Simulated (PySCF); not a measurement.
Stretching Be₂⁺

Set-up: PySCF, no relativity, basis sets Be cc-pVDZ. Energies in eV from Be⁺ + Be in their ground configurations at the same level. State: ²Σu⁺ (doublet), unpaired electrons σ ↑.

| R (Å) | HSE06 |
| --- | --- |
| 1.913 | -2.019 |
| 2.002 | -2.203 |
| 2.091 | -2.306 |
| 2.157 | -2.343 |
| 2.224 | -2.353 |
| 2.291 | -2.342 |
| 2.380 | -2.302 |
| 2.491 | -2.224 |
| 2.624 | -2.105 |
| 2.802 | -1.928 |

Problem. Put a parabola through the three lowest points of the HSE06 curve and estimate Re, k and ωe (reduced mass 4.506 u; 1 eV/Å² = 0.16022 mdyn/Å; ωe = 1302.8·√(k/μ) cm⁻¹).

Solution. Through R = 2.157, 2.224, 2.291 Å the second-order coefficient is 2.34 eV/Å², so Re ≈ 2.222 Å, k ≈ 0.750 mdyn/Å and ωe ≈ 531 cm⁻¹. A polynomial fit of higher order to the unrounded HSE06 energies gives Re = 2.220 Å, k = 0.771 mdyn/Å, ωe = 539 cm⁻¹; anharmonicity and rounding make the difference.

The higher-order fit for each curve: HSE06: Re = 2.220 Å, ωe = 539 cm⁻¹, De = 2.35 eV.

The state is the lowest determinant that a PBE0 search found; another state may lie lower at other levels.
